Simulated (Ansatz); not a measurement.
Geometry optimisation, UKS PBE/def2-SVP (Ansatz).

Input:

```yaml
crystal:
  periodic: [false, false, false]
  atoms:
    - { symbol: Sn, position_ang: [-0.158123, 0.001234, 0.557242] }
    - { symbol: Cl, position_ang: [-0.704961, 1.594916, 2.294621] }
    - { symbol: O, position_ang: [1.742266, -0.182168, -0.017534] }
    - { symbol: H, position_ang: [2.194377, -0.798894, 0.592885] }
    - { symbol: O, position_ang: [-0.859593, 1.001681, -1.013222] }
    - { symbol: H, position_ang: [-1.635642, 1.535277, -0.748927] }
    - { symbol: Cl, position_ang: [-1.402409, -2.018731, 0.593211] }
    - { symbol: O, position_ang: [0.599374, -0.812381, 2.797719] }
    - { symbol: H, position_ang: [-0.216088, -1.072734, 3.288805] }
magnetization:
  spin_polarized: true
  initial_magnetization: 1
basis:
  gaussian: { orbitals: def2-SVP }
hamiltonian:
  xc: pbe
relax:
  f_tol: 0.03
  max_steps: 50
output:
  orbitals: {}
```

Launched with:

```bash
$ ansatz run input.yaml --threads 4 --pin off --max-ram 5120MiB --backend cpu --events-out ev --progress --plain --runs-dir out
```

Question: Where does it end, and by what steps?

Answer: The run converged. The force dipped under the threshold on the way, but the program's further checks kept it going. After 25 steps the energy has fallen by 0.276 eV; H6 moved furthest, 0.67 Å.

```
step  energy less start (eV)  largest force component (eV/Å)  accepted
   0                  0.0000                           0.547       yes
   1                 -0.1837                           0.456       yes
   2                 -0.2183                           0.970       yes
   3                 -0.2593                           0.319       yes
   4                 -0.2649                           0.092       yes
   5                 -0.2631                           0.291        no
   6                 -0.2671                           0.020       yes
   7                 -0.2676                           0.065       yes
   8                 -0.2681                           0.108       yes
   9                 -0.2685                           0.148       yes
  10                 -0.2687                           0.228       yes
  11                 -0.2692                           0.260       yes
  12                 -0.2695                           0.182       yes
  13                 -0.2705                           0.154       yes
  14                 -0.2713                           0.101       yes
  15                 -0.2720                           0.293       yes
  16                 -0.2730                           0.128       yes
  17                 -0.2738                           0.054       yes
  18                 -0.2743                           0.237       yes
  19                 -0.2751                           0.102       yes
  20                 -0.2754                           0.039       yes
  21                 -0.2757                           0.068       yes
  22                 -0.2760                           0.102       yes
  23                 -0.2762                           0.063       yes
  24                 -0.2761                           0.024        no
  25                 -0.2763                           0.006       yes
```

```xyz
9
Properties=species:S:1:pos:R:3
Sn -0.087 0.000 0.620
Cl -0.431 1.568 2.567
O 1.777 -0.230 -0.019
H 2.287 -0.650 0.704
O -0.825 1.216 -0.781
H -1.738 0.914 -0.970
Cl -1.672 -1.789 0.579
O 0.529 -0.687 2.627
H -0.281 -1.094 3.018
```

Whether the end is a true minimum wasn't checked by a vibrational analysis.

The run took 73 s on 4 threads of Arm Neoverse V1, with other jobs on the host, peak memory 0.24 GiB.
